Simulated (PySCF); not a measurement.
## Exercise with solution: chemical shift, span and skew from a shielding tensor

furan-2-ylsilane (C4H6OSi), SMILES [SiH3]c1ccco1. Atoms are numbered in the order given.

```xyz
12

Si    -0.0084     2.0505     0.0000
C      0.0989     0.1850     0.0000
C      1.1619    -0.6794     0.0000
C      0.6191    -2.0085     0.0000
C     -0.7352    -1.8509     0.0000
O     -1.0625    -0.5417     0.0000
H     -0.7260     2.5428    -1.2104
H     -0.7260     2.5428     1.2104
H      1.3897     2.5660     0.0000
H      2.2144    -0.3972     0.0000
H      1.1644    -2.9511     0.0000
H     -1.5662    -2.5543     0.0000
```
Charge 0, spin multiplicity 1.

Geometry optimised at ωB97X-D3(BJ)/def2-SVP.

GIAO shieldings from PBE/pcSseg-1 in PySCF, non-relativistic, no solvent. The symmetric part of the tensor of Si1 has the principal values 400.7, 413.5, 452.4 ppm. The same nucleus in TMS has σ = 335.4 ppm at this level (PySCF, at its B3LYP-D3(BJ)/def2-TZVP geometry).

Problem. Work out the isotropic shielding, the ²⁹Si shift against TMS, the span and the skew.

Solution. 
σ(iso) = (σ11 + σ22 + σ33)/3 = 422.2 ppm. δ = σ(ref) − σ(iso) = 335.4 − (422.2) = -86.8 ppm.
Span Ω = σ33 − σ11 = 51.7 ppm. Skew κ = 3(σ(iso) − σ22)/Ω = 0.50. Tumbling in solution averages the tensor to δ; in a static solid the shielding alone would spread this spin-1/2 line over Ω.
